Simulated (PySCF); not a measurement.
Stepwise substitution at one centre (Al Br-SH). All species are isolated molecules in the gas phase. One relaxed conformer stands for each flexible species; it need not be the lowest. Strings in code marks are SMILES.

Quantity: vertical ionisation energy (energy after one electron is removed minus that of the parent at the parent's geometry), in eV.

Level 1: B3LYP/6-31G* // B3LYP-D3(BJ)/def2-TZVP (PySCF)
Level 2: minus the HOMO energy of HF/6-31G* // B3LYP-D3(BJ)/def2-TZVP (PySCF)
Level 3: minus the HOMO energy of SVWN5/6-31G* // B3LYP-D3(BJ)/def2-TZVP (PySCF)
Level 4: minus the HOMO energy of ωB97X-D3(BJ)/def2-TZVP // B3LYP-D3(BJ)/def2-TZVP (PySCF)

```tsv
species	level 1	level 2	level 3	level 4
`[SH][Al]([SH])[SH]`	9.50	10.50	6.55	10.14
`[SH][Al]([SH])[Br]` (H–S–Al–Br torsion -180°, Br–Al–S–H torsion 0°)	9.76	10.70	6.75	10.31
`[SH][Al]([Br])[Br]` (H–S–Al–Br torsion 0°)	10.19	11.03	7.09	10.63
```
